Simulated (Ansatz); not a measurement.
Input file for Ansatz (an electronic-structure program): R-wB97M-V/def2-TZVPP on H4O3Si (SMILES O[SiH](O)O), a point of a torsion scan.

Ansatz 0.2 input:
```yaml
crystal:
  periodic: [false, false, false]
  atoms:
    - {symbol: O, position_ang: [1.48236648, 0.41247375, -0.34631491]}
    - {symbol: Si, position_ang: [0.06779774, -0.04384364, 0.30289218]}
    - {symbol: O, position_ang: [0.32755426, -1.39290104, 1.16708811]}
    - {symbol: O, position_ang: [-0.52820625, 1.07741625, 1.32239839]}
    - {symbol: H, position_ang: [2.26058904, -0.10904873, -0.17460388]}
    - {symbol: H, position_ang: [-0.86025022, -0.26929587, -0.79260185]}
    - {symbol: H, position_ang: [-0.31872080, -1.65015420, 1.81686819]}
    - {symbol: H, position_ang: [-0.53889533, 1.99114588, 1.05694975]}
basis:
  gaussian:
    orbitals: def2-TZVPP
hamiltonian:
  xc: {name: wB97M-V}
scf: {lower_state_search: off}
```

Question: Predict the final total energy.

Answer: -517.7602 hartree.

Question: How many basis functions does it have, and what does it roughly cost on one machine?

Answer: 191 functions; very roughly 7 core-seconds.
